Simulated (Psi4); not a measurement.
A run for Psi4: SAPT0/jun-cc-pV(D+d)Z on C3H6O (a complex), monomers drawn apart or pushed together.

```
memory 2025 MB

molecule dimer {
0 1
C    -0.17962705   -0.32882657    0.15073837
O     0.61043520    0.46425147    0.04112421
--
0 1
C    -1.02412667   -0.27266276    6.17611153
C     0.46126407    0.04053660    6.02060005
H    -1.55795110    0.55795256    6.64207654
H    -1.17984654   -1.15586100    6.79875894
H    -1.49463177   -0.46688174    5.21013762
H     0.61970651    0.92617253    5.40228250
H     0.99535762   -0.78819339    5.55120471
H     0.93036909    0.22718382    6.98855914
units angstrom
symmetry c1
no_reorient
no_com
}

set {
  basis jun-cc-pV(D+d)Z
  scf_type df
  freeze_core true
}

energy('sapt0')
```

Program output:

```
[...]
==> Input File <==

--------------------------------------------------------------------------
memory 2025 MB

molecule dimer {
0 1
C    -0.17962705   -0.32882657    0.15073837
O     0.61043520    0.46425147    0.04112421
--
0 1
C    -1.02412667   -0.27266276    6.17611153
C     0.46126407    0.04053660    6.02060005
H    -1.55795110    0.55795256    6.64207654
H    -1.17984654   -1.15586100    6.79875894
H    -1.49463177   -0.46688174    5.21013762
H     0.61970651    0.92617253    5.40228250
H     0.99535762   -0.78819339    5.55120471
H     0.93036909    0.22718382    6.98855914
units angstrom
symmetry c1
no_reorient
no_com
}

set {
  basis jun-cc-pV(D+d)Z
  scf_type df
  freeze_core true
}

energy('sapt0')
--------------------------------------------------------------------------


   => Loading Basis Set <=

    Name: JUN-CC-PV(D+D)Z
    Role: ORBITAL
    Keyword: BASIS
    atoms 1, 3-4 entry C          line   188 file jun-cc-pv_dpd_z.gbs
    atoms 2      entry O          line   256 file jun-cc-pv_dpd_z.gbs
    atoms 5-10   entry H          line    60 file jun-cc-pv_dpd_z.gbs

   => Loading Basis Set <=

    Name: JUN-CC-PV(D+D)Z
    Role: ORBITAL
    Keyword: BASIS
    atoms 1, 3-4 entry C          line   188 file jun-cc-pv_dpd_z.gbs
    atoms 2      entry O          line   256 file jun-cc-pv_dpd_z.gbs
    atoms 5-10   entry H          line    60 file jun-cc-pv_dpd_z.gbs


  //>>>>>>>>>>>>>>>>>>>>>>>>>>>>>>>>>>>//
  //              Dimer HF             //
  //<<<<<<<<<<<<<<<<<<<<<<<<<<<<<<<<<<<//

   => Libint2 <=

    Primary   basis highest AM E, G, H:  7, 6, 3
    Auxiliary basis highest AM E, G, H:  7, 7, 4
    Onebody   basis highest AM E, G, H:  -, -, -
    Solid Harmonics ordering:            Gaussian


   => Loading Basis Set <=

    Name: JUN-CC-PV(D+D)Z
    Role: ORBITAL
    Keyword: BASIS
    atoms 1, 3-4 entry C          line   188 file jun-cc-pv_dpd_z.gbs
    atoms 2      entry O          line   256 file jun-cc-pv_dpd_z.gbs
    atoms 5-10   entry H          line    60 file jun-cc-pv_dpd_z.gbs


         ---------------------------------------------------------
                                   SCF
               by Justin Turney, Rob Parrish, Andy Simmonett
                          and Daniel G. A. Smith
                              RHF Reference
                        1 Threads,   1931 MiB Core
         ---------------------------------------------------------

  ==> Geometry <==

    Molecular point group: c1
    Full point group: C1

    Geometry (in Angstrom), charge = 0, multiplicity = 1:

       Center              X                  Y                   Z               Mass
    ------------   -----------------  -----------------  -----------------  -----------------
         C           -0.179627050000    -0.328826570000     0.150738370000    12.000000000000
         O            0.610435200000     0.464251470000     0.041124210000    15.994914619570
         C           -1.024126670000    -0.272662760000     6.176111530000    12.000000000000
         C            0.461264070000     0.040536600000     6.020600050000    12.000000000000
         H           -1.557951100000     0.557952560000     6.642076540000     1.007825032230
         H           -1.179846540000    -1.155861000000     6.798758940000     1.007825032230
         H           -1.494631770000    -0.466881740000     5.210137620000     1.007825032230
         H            0.619706510000     0.926172530000     5.402282500000     1.007825032230
         H            0.995357620000    -0.788193390000     5.551204710000     1.007825032230
         H            0.930369090000     0.227183820000     6.988559140000     1.007825032230

  Running in c1 symmetry.

  Rotational constants: A =      0.46997  B =      0.01493  C =      0.01460 [cm^-1]
  Rotational constants: A =  14089.42162  B =    447.55932  C =    437.56063 [MHz]
  Nuclear repulsion =   86.652539569405960

  Charge       = 0
  Multiplicity = 1
  Electrons    = 32
  Nalpha       = 16
  Nbeta        = 16

  ==> Algorithm <==

  SCF Algorithm Type is DF.
  DIIS enabled.
  MOM disabled.
  Fractional occupation disabled.
  Guess Type is SAD.
  Energy threshold   = 1.00e-08
  Density threshold  = 1.00e-08
  Integral threshold = 1.00e-12

  ==> Primary Basis <==

  Basis Set: JUN-CC-PV(D+D)Z
    Blend: JUN-CC-PV(D+D)Z
    Number of shells: 50
    Number of basis functions: 102
    Number of Cartesian functions: 106
    Spherical Harmonics?: true
    Max angular momentum: 2

   => Loading Basis Set <=

    Name: (JUN-CC-PV(D+D)Z AUX)
    Role: JKFIT
    Keyword: DF_BASIS_SCF
    atoms 1, 3-4 entry C          line   146 file jun-cc-pvdz-jkfit.gbs
    atoms 2      entry O          line   258 file jun-cc-pvdz-jkfit.gbs
    atoms 5-10   entry H          line    70 file jun-cc-pvdz-jkfit.gbs

  ==> Integral Setup <==

  DFHelper Memory: AOs need 0.032 GiB; user supplied 1.414 GiB.
  SCF_SUBTYPE=INCORE selected. In-core MEM_DF algorithm will be used.
  Using in-core AOs
[...]
797    81A      2.552186
      82A      2.552625    83A      2.779215    84A      2.789560
      85A      2.795558    86A      2.853399    87A      2.888313
      88A      2.891092    89A      2.949957    90A      2.950840
      91A      3.241807    92A      3.477290    93A      4.220029
      94A      4.220040    95A      4.853885    96A      4.854897
      97A      5.327716    98A      5.581786    99A      5.587857
     100A      7.215745   101A     18.181692   102A     33.483982

    Final Occupation by Irrep:
              A
    DOCC [     9 ]
    NA   [     9 ]
    NB   [     9 ]

  @DF-RHF Final Energy:   -79.23540819969672

   => Energetics <=

    Nuclear Repulsion Energy =             42.2582860027717544
    One-Electron Energy =                -189.0479961456983062
    Two-Electron Energy =                  67.5543019432298166
    Total Energy =                        -79.2354081996967210

Computation Completed


Properties will be evaluated at   0.000000,   0.000000,   0.000000 [a0]

Properties computed using the SCF density matrix


 Multipole Moments:

 ------------------------------------------------------------------------------------
     Multipole            Electronic (a.u.)      Nuclear  (a.u.)        Total (a.u.)
 ------------------------------------------------------------------------------------

 L = 1.  Multiply by 2.5417464519 to convert [e a0] to [Debye]
 Dipole X            :          9.5700315           -9.5698977            0.0001338
 Dipole Y            :          3.9537953           -3.9540330           -0.0002377
 Dipole Z            :       -207.4411518          207.4414520            0.0003002
 Magnitude           :                                                    0.0004056

 ------------------------------------------------------------------------------------

  Constructing Basis Sets for SAPT...

   => Loading Basis Set <=

    Name: (JUN-CC-PV(D+D)Z AUX)
    Role: RIFIT
    Keyword: DF_BASIS_SAPT
    atoms 1, 3-4 entry C          line   100 file jun-cc-pvdz-ri.gbs
    atoms 2      entry O          line   188 file jun-cc-pvdz-ri.gbs
    atoms 5-10   entry H          line    30 file jun-cc-pvdz-ri.gbs

   => Loading Basis Set <=

    Name: (JUN-CC-PV(D+D)Z AUX)
    Role: JKFIT
    Keyword: DF_BASIS_ELST
    atoms 1, 3-4 entry C          line   146 file jun-cc-pvdz-jkfit.gbs
    atoms 2      entry O          line   258 file jun-cc-pvdz-jkfit.gbs
    atoms 5-10   entry H          line    70 file jun-cc-pvdz-jkfit.gbs


  //>>>>>>>>>>>>>>>>>>>>>>>>>>>>>>>>>>>//
  //               SAPT0               //
  //<<<<<<<<<<<<<<<<<<<<<<<<<<<<<<<<<<<//



        SAPT0
    Ed Hohenstein
     6 June 2009

      Orbital Information
  --------------------------
    NSO        =       102
    NMO        =       102
    NRI        =       344
    NRI (Elst) =       454
    NOCC A     =         7
    NOCC B     =         9
    FOCC A     =         2
    FOCC B     =         2
    NVIR A     =        95
    NVIR B     =        93

    Elst10,r            =     0.000001242347 [Eh]
    Exch10              =     0.000000403292 [Eh]
    Exch10 (S^2)        =     0.000000403291 [Eh]

    Maxiter = 50
    CPHF R converge = 1.000000E-08

    Iter     Energy [mEh]          dE [mEh]         Residual      Time [s]
       1      -0.00003254       0.000032539     3.323975e-05             0
       2      -0.00003377       0.000001228     1.131739e-05             0
       3      -0.00003590       0.000002130     2.816353e-06             0
       4      -0.00003567      -0.000000230     1.029772e-06             0
       5      -0.00003564      -0.000000023     3.037460e-07             0
       6      -0.00003567       0.000000026     5.486315e-08             0
       7      -0.00003567      -0.000000003     2.345613e-08             0
       8      -0.00003567      -0.000000000     8.127532e-09             0

    CHF Iterations converged

    Maxiter = 50
    CPHF R converge = 1.000000E-08

    Iter     Energy [mEh]          dE [mEh]         Residual      Time [s]
       1      -0.00032814       0.000328143     1.040081e-04             0
       2      -0.00034909       0.000020943     3.590840e-05             0
       3      -0.00036826       0.000019169     7.756360e-06             0
       4      -0.00036896       0.000000708     1.906270e-06             0
       5      -0.00036818      -0.000000784     2.454039e-07             0
       6      -0.00036822       0.000000044     4.049986e-08             0
       7      -0.00036822      -0.000000000     8.853343e-09             0

    CHF Iterations converged

    Ind20,r (A<-B)      =    -0.000000035667 [Eh]
    Ind20,r (B<-A)      =    -0.000000368222 [Eh]
    Ind20,r             =    -0.000000403889 [Eh]
    Exch-Ind20,r (A<-B) =     0.000000023424 [Eh]
    Exch-Ind20,r (B<-A) =     0.000000017784 [Eh]
    Exch-Ind20,r        =     0.000000041208 [Eh]
    Disp20              =    -0.000067581032 [Eh]
    Disp20 (SS)         =    -0.000033790516 [Eh]
    Disp20 (OS)         =    -0.000033790516 [Eh]
    Exch-Disp20         =     0.000000044010 [Eh]
    Exch-Disp20 (SS)    =     0.000000031352 [Eh]
    Exch-Disp20 (OS)    =     0.000000012659 [Eh]

    SAPT Results
  --------------------------------------------------------------------------------------------------------
    Electrostatics                  0.00124235 [mEh]       0.00077958 [kcal/mol]       0.00326178 [kJ/mol]
      Elst10,r                      0.00124235 [mEh]       0.00077958 [kcal/mol]       0.00326178 [kJ/mol]

    Exchange                        0.00040329 [mEh]       0.00025307 [kcal/mol]       0.00105884 [kJ/mol]
      Exch10                        0.00040329 [mEh]       0.00025307 [kcal/mol]       0.00105884 [kJ/mol]
      Exch10(S^2)                   0.00040329 [mEh]       0.00025307 [kcal/mol]       0.00105884 [kJ/mol]

    Induction                      -0.00038166 [mEh]      -0.00023949 [kcal/mol]      -0.00100204 [kJ/mol]
      Ind20,r                      -0.00040389 [mEh]      -0.00025344 [kcal/mol]      -0.00106041 [kJ/mol]
      Exch-Ind20,r                  0.00004121 [mEh]       0.00002586 [kcal/mol]       0.00010819 [kJ/mol]
      delta HF,r (2)               -0.00001898 [mEh]      -0.00001191 [kcal/mol]      -0.00004982 [kJ/mol]

    Dispersion                     -0.06753702 [mEh]      -0.04238012 [kcal/mol]      -0.17731843 [kJ/mol]
      Disp20                       -0.06758103 [mEh]      -0.04240774 [kcal/mol]      -0.17743398 [kJ/mol]
      Exch-Disp20                   0.00004401 [mEh]       0.00002762 [kcal/mol]       0.00011555 [kJ/mol]
      Disp20 (SS)                  -0.03379052 [mEh]      -0.02120387 [kcal/mol]      -0.08871699 [kJ/mol]
      Disp20 (OS)                  -0.03379052 [mEh]      -0.02120387 [kcal/mol]      -0.08871699 [kJ/mol]
      Exch-Disp20 (SS)              0.00003135 [mEh]       0.00001967 [kcal/mol]       0.00008231 [kJ/mol]
      Exch-Disp20 (OS)              0.00001266 [mEh]       0.00000794 [kcal/mol]       0.00003324 [kJ/mol]

  Total HF                          0.00126398 [mEh]       0.00079316 [kcal/mol]       0.00331858 [kJ/mol]
  Total SAPT0                      -0.06627304 [mEh]      -0.04158696 [kcal/mol]      -0.17399984 [kJ/mol]

  Special recipe for scaled SAPT0 (see Manual):
    Electrostatics sSAPT0           0.00124235 [mEh]       0.00077958 [kcal/mol]       0.00326178 [kJ/mol]
    Exchange sSAPT0                 0.00040329 [mEh]       0.00025307 [kcal/mol]       0.00105884 [kJ/mol]
    Induction sSAPT0               -0.00038166 [mEh]      -0.00023949 [kcal/mol]      -0.00100204 [kJ/mol]
    Dispersion sSAPT0              -0.06753702 [mEh]      -0.04238012 [kcal/mol]      -0.17731843 [kJ/mol]
  Total sSAPT0                     -0.06627304 [mEh]      -0.04158696 [kcal/mol]      -0.17399984 [kJ/mol]
  --------------------------------------------------------------------------------------------------------



*** Psi4 exiting successfully. Buy a developer a beer!
```

The run finished.

Cost: about 6 core-seconds (a rough figure).
